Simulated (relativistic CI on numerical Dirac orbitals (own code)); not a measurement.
**Slater and spin-orbit integrals, Fe XI**

Calculated at this level of theory: Dirac-Coulomb-Breit CI, KLI orbitals optimised for each configuration, model QED, unscaled Slater integrals (own radial code, finite nucleus).

Slater integrals F^k, G^k are unscaled and averaged over j, outside the closed core [Ne]; ζ comes from projecting the Hamiltonian with its Breit term on Σ l·s of the shell.

- 3s2.3p4: F^2(3p,3p) = 137450, ζ(3p) = 11081 cm⁻¹; <r>(3p) = 0.7303, <r^2>(3p) = 0.6148 (bohr units).
- 3s.3p5: G^1(3s,3p) = 179630, ζ(3p) = 11065 cm⁻¹; <r>(3s) = 0.7263, <r^2>(3s) = 0.6004, <r>(3p) = 0.7312, <r^2>(3p) = 0.6166 (bohr units).
- 3s2.3p3.3d: F^2(3p,3p) = 137290, ζ(3p) = 11082, F^2(3p,3d) = 135230, G^1(3p,3d) = 157530, G^3(3p,3d) = 101190, ζ(3d) = 845.56 cm⁻¹; <r>(3p) = 0.7312, <r^2>(3p) = 0.6163, <r>(3d) = 0.702, <r^2>(3d) = 0.578 (bohr units).

Averages of the first 10 configurations, taken without configuration mixing, which lowers the lowest level and can move excited configurations by several eV; other configurations of the list can lie among them:

```
Configuration  Parity  States  Average energy above the lowest level (eV)
      3s2.3p4    even      15                                         7.1
       3s.3p5     odd      12                                        49.2
          3p6    even       1                                        97.4
   3s2.3p3.3d     odd     200                                        62.8
    3s.3p4.3d    even     300                                       102.2
       3p5.3d     odd      60                                       147.6
   3s.3p3.3d2     odd    1800                                       157.0
   3s2.3p3.4s     odd      40                                       147.5
   3s2.3p3.4p    even     120                                       161.1
3s2.3p2.3d.4p     odd     900                                       217.1
```
